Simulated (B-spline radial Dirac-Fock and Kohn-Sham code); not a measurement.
Atomic SCF run for N⁺

ΔSCF core binding energies without Breit or QED terms, calculated with a B-spline atomic structure program. Keys: rel is the Hamiltonian (dirac, or spin-free x2c and nr, where L3 and M5 stand for the whole 2p and 3d shells), method is hf or an exchange,correlation pair (spin-unpolarised, also for the hole states), nuc the nuclear model, radius_factor scales its radius, rmax is the box in bohr, h the logarithmic mesh step, order the B-spline order, points the quadrature points per cell, c_factor scales the speed of light, and damp, ndamp, maxit and tol steer the iteration. The run stops when the commutator error falls below 10·tol·max(1, Z/10), or the numerical noise floor, and the energy has settled to about 1e-8 Ha; the virial ratio is −V/T.

Input (task.json):

```json
{"items": [{"Z": 7, "q": 1, "cfg": [[1, 0, 2], [2, 0, 2], [2, 1, 2]], "A": 14, "rrms": 2.5582, "do": "settings", "holes": ["K", "L3", "M5"],
  "settings": [{"rel": "dirac", "method": "scan,scan", "nuc": "fermi", "radius_factor": 1.0, "rmax": 45.0, "h": 0.3, "order": 8, "points": 10, "c_factor": 1.0, "maxit": 56, "damp": 0.5, "ndamp": 3, "tol": 1e-08}]}]}
```

Command: `python xray2_run.py task.json out`

The program stops without a result: IndexError: index 0 is out of bounds for axis 0 with size 0.

Q: One setting is unsound. Which, and why?

A: method names a functional that the program does not serve. With the default settings (Dirac Hartree-Fock): The ground state converged in 9 iterations, with total energy -53.87927 Ha, virial ratio 1.99882 and highest orbital energy -29.15 eV. ΔSCF binding energies: K (1s) 432.7 eV. Holes are computed only in closed shells, and unreliable hole states are left out.
